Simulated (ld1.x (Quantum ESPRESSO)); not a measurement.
What the settings do to the TM potential of Ga

Base potential:

gallium (Ga), norm-conserving Troullier–Martins (Kleinman–Bylander form), made with ld1.x (Quantum ESPRESSO) 7.5 (LDA (PZ), scalar-relativistic). Core [Ne], reference 3s2 3p6 3d10 4s1.5 4p1.5. Waves: 3s (bound): rc 1.00 bohr; 3d (bound): rc 1.40 bohr; 3p (bound): rc 0.60 bohr. Local part: the p channel. Core correction: Bessel-smoothed model core inside 0.60 bohr.

Occupied shells without a wave of their own: 4p, 4s. They enter only through the test configuration that unscreens the potential, and ld1.x also counts them in the model core charge.

Cutoffs, loose and tight: the cutoffs (Ry, on a coarse ladder) from which the occupation-weighted sum of valence levels, in a spherical-Bessel basis at the reference potential, stays within 10 and 1 mRy of its value at 400 Ry. They do not see the model core or the augmentation charge, which bear on the density cutoff. Test errors are all-electron minus pseudo excitation energies from the reference, over the configurations 3s2 3p6 3d10 4s2 4p1; 3s2 3p6 3d10 4s2 4p0; 3s2 3p6 3d10 4s1 4p0; 3s2 3p6 3d10 4s0 4p0; 3s2 3p6 3d10 4s1 4p1; 3s2 3p6 3d9 4s2 4p2; 3s2 3p6 3d9 4s2 4p1 (two spin-polarised tests are not counted in the largest error). A dash means not determined; rows that change the core or the reference have their own tests.

With those shells counted twice in exchange and correlation these files are broken, and their errors move erratically; no question is asked of them.

```tsv
change	outcome	cutoff, loose	cutoff, tight	bound ghosts	largest test error (meV)
base	generated, misses its reference levels by 0.50 eV	230 Ry	over 300 Ry	none	-2837
wave 3d (bound): rc 1.40 bohr becomes 3d (bound): rc 0.98 bohr	generated, misses its reference levels by 0.50 eV	260 Ry	over 300 Ry	none	-2832
wave 3d (bound): rc 1.40 bohr becomes 3d (bound): rc 1.06 bohr	generated, misses its reference levels by 0.50 eV	260 Ry	over 300 Ry	none	-2833
wave 3d (bound): rc 1.40 bohr becomes 3d (bound): rc 1.34 bohr	failed: run_pseudo: Errors in PS-KS equation	–	–	–	–
wave 3d (bound): rc 1.40 bohr becomes 3d (bound): rc 1.44 bohr	generated, misses its reference levels by 0.50 eV	230 Ry	over 300 Ry	none	-2837
wave 3d (bound): rc 1.40 bohr becomes 3d (bound): rc 1.70 bohr	generated, misses its reference levels by 0.50 eV	230 Ry	over 300 Ry	none	-2845
wave 3d (bound): rc 1.40 bohr becomes 3d (bound): rc 1.86 bohr	generated, misses its reference levels by 0.50 eV	230 Ry	over 300 Ry	none	-2851
wave 3d (bound): rc 1.40 bohr becomes 3d (bound): rc 2.10 bohr	generated, misses its reference levels by 0.50 eV	230 Ry	over 300 Ry	none	-2871
```

Reading the sweep of the d radius (base included, trends over the rows without a ghost): The loose cutoff stays near 230 Ry. The median size of the test errors (rows with all tests solved) rises from 348.7 meV at 0.98 to 809.4 meV at 2.1 bohr. More of the atom is replaced by a form fitted at one configuration, so other configurations suffer as the radius grows. The generation fails at 1.34 bohr.
